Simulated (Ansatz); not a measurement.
A run on `FC(F)(F)CC(F)(F)F` with other settings.

```yaml
crystal:
  periodic: [false, false, false]
  atoms:
    - {symbol: F, position_ang: [-0.024296, -2.005652, -0.270893]}
    - {symbol: C, position_ang: [0.744602, -0.942558, -0.508752]}
    - {symbol: F, position_ang: [1.744044, -0.956680, 0.373672]}
    - {symbol: F, position_ang: [1.280515, -1.097857, -1.726550]}
    - {symbol: C, position_ang: [-0.036307, 0.352373, -0.475567]}
    - {symbol: C, position_ang: [-0.703774, 0.687212, 0.839736]}
    - {symbol: F, position_ang: [-1.357495, 1.849585, 0.714069]}
    - {symbol: F, position_ang: [-1.593481, -0.235192, 1.207808]}
    - {symbol: F, position_ang: [0.173892, 0.826666, 1.833818]}
    - {symbol: H, position_ang: [-0.809102, 0.299902, -1.242788]}
    - {symbol: H, position_ang: [0.646602, 1.165101, -0.723954]}
basis:
  gaussian: {orbitals: pcseg-2, fitting: {mean_field: def2-universal-jkfit}}
hamiltonian: {xc: {name: HF}, pseudopotentials: {relativity: none}}
output: {forces: true}
```

```sh
$ ansatz run in.yaml --threads 2 --pin off --events-out ev --progress --plain --max-ram 32768MiB --backend cuda --devices 0, --max-vram 18GiB
```

Output, abridged:

```
Functional definition: HF
723 factors; integrals over basis functions are off by at most 9.8e-1 eV
mean field evaluation 1: about -19360.4338 eV, gradient 5.8e1 eV
mean field evaluation 2: about -19364.9702 eV, gradient 3.4e1 eV
mean field evaluation 4: about -19366.5896 eV, gradient 1.3e0 eV
mean field -19366.59520522 eV, -711.7092466420 hartree, gradient 9.4e-6 eV, S^2 0.000000; 0 other end points of the search recorded, 0 dependent functions left out
reference -19366.59520522 eV, -711.7092466420 hartree; 37, 37 occupied and 261, 261 virtual orbitals, 723 factors
Total energy: -19366.59520522 eV, -711.7092466420 hartree
Atom 0 at    -0.024296    -2.005652    -0.270893 Å, force     0.804206     0.950872    -0.246716 eV/Å
Atom 1 at     0.744602    -0.942558    -0.508752 Å, force     0.589941    -0.949157    -0.077913 eV/Å
Atom 2 at     1.744044    -0.956680     0.373672 Å, force    -0.917021    -0.069558    -0.874045 eV/Å
Atom 3 at     1.280515    -1.097857    -1.726550 Å, force    -0.496486     0.100857     1.196042 eV/Å
Atom 4 at    -0.036307     0.352373    -0.475567 Å, force    -0.030174     0.259647    -0.348210 eV/Å
Atom 5 at    -0.703774     0.687212     0.839736 Å, force    -0.513237     0.293304     0.952770 eV/Å
Atom 6 at    -1.357495     1.849585     0.714069 Å, force     0.616275    -1.128917     0.175299 eV/Å
Atom 7 at    -1.593481    -0.235192     1.207808 Å, force     0.816919     0.931841    -0.276277 eV/Å
Atom 8 at     0.173892     0.826666     1.833818 Å, force    -0.904436    -0.101927    -0.885486 eV/Å
Atom 9 at    -0.809102     0.299902    -1.242788 Å, force     0.273621     0.009296     0.283503 eV/Å
Atom 10 at     0.646602     1.165101    -0.723954 Å, force    -0.239609    -0.296257     0.101033 eV/Å
Dipole moment:    -0.032493     0.275350    -0.367621 e Å
```

Hardware: 2 threads of an AMD EPYC 7R13 on a shared host and a share of an NVIDIA H100 80 GB. Wall time 14 s, peak host memory 0.81 GiB.
